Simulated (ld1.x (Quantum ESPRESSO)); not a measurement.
# LDA (PZ) TM dataset for Sr, scalar-relativistic all-electron reference.

* Element: strontium
* Generator: ld1.x (Quantum ESPRESSO) 7.5
* Type: norm-conserving Troullier–Martins (Kleinman–Bylander form)
* Functional: LDA (PZ)
* Relativity: scalar-relativistic
* Frozen core: [Kr]
* Valence charge: 2
* Reference configuration: 4d0 5s1.75 5p0.25
* Partial waves: 5p (bound): rc 3.95 bohr; 4d (bound, empty): rc 3.20 bohr; 5s (bound): rc 3.35 bohr
* Local potential: the s channel
* Core correction: a·sin(br)/r model core inside 1.36 bohr

All-electron outer shells of the reference configuration (LDA (PZ), scalar-relativistic, ld1.x):

```tsv
shell	level (eV)	outermost node (bohr)	outermost maximum (bohr)
4s	-41.26	0.59	1.19
4p	-23.19	0.61	1.32
5s	-3.83	1.65	3.58
4d	-1.64	0.65	2.14
5p	-1.48	1.96	4.83
```

Task: Does the generator finish with these settings?

Result: Yes, a potential is produced and its reference levels are reproduced.

Task: Estimate the cutoffs (Ry, on a coarse ladder) from which the occupation-weighted sum of valence levels, in a spherical-Bessel basis at the reference potential, stays within 10 and 1 mRy of its value at 400 Ry.

Result: 6 Ry and 8 Ry. The cutoffs count occupied waves only; the empty 4d level needs 12 Ry at the loose tolerance.

Task: Does the potential have ghost states?

Result: No extra level below or beside the all-electron valence levels (p, d, s, f tested).

Task: Which valence shell sets the plane-wave cutoff?

Result: 5s: its level needs 8 Ry to come within 1 mRy, against 6 Ry for 5p.

Task: Tests: 4d0 5s2 5p0; 4d0 5s1 5p0; 4d0 5s1.5 5p0; 4d0 5s1 5p1; 4d0 5s0 5p2; 4d1 5s1 5p0; 4d0.5 5s1.5 5p0. Which has the largest error in its energy relative to the reference configuration, and how large is it?

Result: 4d1 5s1 5p0, with -37 meV (all-electron minus pseudo) on +1.75 eV.
